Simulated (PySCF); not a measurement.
**Selenium: a sound run and one with changed settings**

Sound run: Se [Ar] 3d10 4s2 4p4, Se⁺ [Ar] 3d10 4s2 4p3. All numbers are calculated (PySCF 2.14, the non-relativistic Hamiltonian (point nucleus), in def2-SVP). In the sound run the correlated levels freeze [Ar] 3d10. The sound run starts from symmetry-adapted Hartree-Fock orbitals and uses a fine grid where one is needed.

Changed run: basis STO-3G. This setting is unsound on purpose.

```json
{"species": "Se", "method": "UHF", "sound run (hartree)": "-2399.52973", "changed run (hartree)": "-2373.52734", "converged": "yes"}
{"species": "Se", "method": "MN15", "sound run (hartree)": "-2401.49580", "changed run (hartree)": "-2372.32488", "converged": "yes"}
{"species": "Se", "method": "r2SCAN", "sound run (hartree)": "-2401.18830", "changed run (hartree)": "-2374.87321", "converged": "yes"}
{"species": "Se", "method": "MP2", "sound run (hartree)": "-2399.60410", "changed run (hartree)": "-2373.52734", "converged": "yes"}
{"species": "Se⁺", "method": "UHF", "sound run (hartree)": "-2399.21494", "changed run (hartree)": "-2373.29984", "converged": "yes"}
{"species": "Se⁺", "method": "MN15", "sound run (hartree)": "-2401.14860", "changed run (hartree)": "-2372.05993", "converged": "yes"}
{"species": "Se⁺", "method": "r2SCAN", "sound run (hartree)": "-2400.83175", "changed run (hartree)": "-2374.59719", "converged": "yes"}
{"species": "Se⁺", "method": "MP2", "sound run (hartree)": "-2399.27455", "changed run (hartree)": "-2373.29984", "converged": "yes"}
```

Ionisation energy of Se:

```csv
method,sound run (eV),changed run (eV)
UHF,8.566,6.191
MN15,9.448,7.210
r2SCAN,9.702,7.511
MP2,8.967,6.191
SCS-MP2,8.994,6.191
```

A minimal basis cannot let orbitals breathe on ionisation and holds almost no correlation.

For comparison, NIST gives 9.752 eV between the lowest levels.
